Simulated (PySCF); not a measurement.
# SMILES S(C1=CC=C([Se]C)S1)(C)(=O)=O, C₆H₈O₂S₂Se

Molfile (atoms numbered from 1):
```
C6H8O2S2Se
     RDKit          3D

 19 19  0  0  0  0  0  0  0  0999 V2000
    3.4786    0.5016   -1.5022 C   0  0  0  0  0  0  0  0  0  0  0  0
    3.4840    0.2385    0.4170 Se  0  0  0  0  0  2  0  0  0  0  0  0
    1.6323    0.0037    0.6734 C   0  0  0  0  0  0  0  0  0  0  0  0
    1.0205   -0.2895    1.8772 C   0  0  0  0  0  0  0  0  0  0  0  0
   -0.3844   -0.4077    1.7573 C   0  0  0  0  0  0  0  0  0  0  0  0
   -0.8158   -0.2020    0.4708 C   0  0  0  0  0  0  0  0  0  0  0  0
   -2.4789   -0.2793   -0.0919 S   0  0  0  0  0  6  0  0  0  0  0  0
   -3.0242    1.4197   -0.1037 C   0  0  0  0  0  0  0  0  0  0  0  0
   -3.2447   -0.9751    0.9368 O   0  0  0  0  0  0  0  0  0  0  0  0
   -2.4546   -0.7324   -1.4783 O   0  0  0  0  0  0  0  0  0  0  0  0
    0.4872    0.1210   -0.6138 S   0  0  0  0  0  0  0  0  0  0  0  0
    4.5283    0.6419   -1.7922 H   0  0  0  0  0  0  0  0  0  0  0  0
    3.0742   -0.3832   -2.0125 H   0  0  0  0  0  0  0  0  0  0  0  0
    2.9046    1.3992   -1.7698 H   0  0  0  0  0  0  0  0  0  0  0  0
    1.5688   -0.4254    2.8104 H   0  0  0  0  0  0  0  0  0  0  0  0
   -1.0720   -0.6507    2.5685 H   0  0  0  0  0  0  0  0  0  0  0  0
   -2.3990    1.9911   -0.8008 H   0  0  0  0  0  0  0  0  0  0  0  0
   -4.0648    1.3878   -0.4554 H   0  0  0  0  0  0  0  0  0  0  0  0
   -2.9698    1.8222    0.9151 H   0  0  0  0  0  0  0  0  0  0  0  0
  1  2  1  0
  2  3  1  0
  3  4  2  0
  4  5  1  0
  5  6  2  0
  6  7  1  0
  7  8  1  0
  7  9  2  0
  7 10  2  0
  6 11  1  0
 11  3  1  0
  1 12  1  0
  1 13  1  0
  1 14  1  0
  4 15  1  0
  5 16  1  0
  8 17  1  0
  8 18  1  0
  8 19  1  0
M  END
```

Computed with PySCF 2.14.0, quadratic response CAM-B3LYP/def2-SVPD first hyperpolarisability, Taylor convention, gas phase. Geometry: PBE0-D3(BJ)/def2-SVP.

The calculation is non-relativistic, which matters for the atoms heavier than Zn.

**Question.** Give the tensor of the second harmonic β(−2ω;ω,ω) at 1907 nm in the axes of these coordinates.

**Answer.** In au, Taylor convention; rows are the first index (the induced dipole):
|  | xx | yy | zz | xy | xz | yz |
| --- | --- | --- | --- | --- | --- | --- |
| x | +770.9 | -93.6 | -76.2 | +41.6 | -38.4 | -8.1 |
| y | +42.0 | -70.2 | -29.3 | -90.9 | -7.9 | -14.6 |
| z | -39.2 | -14.2 | -32.7 | -8.0 | -73.9 | -29.3 |

Norm of βᵢ = ⅓ Σⱼ (βᵢⱼⱼ + βⱼᵢⱼ + βⱼⱼᵢ): 613.2 au, hyper-Rayleigh value 301.6 au.
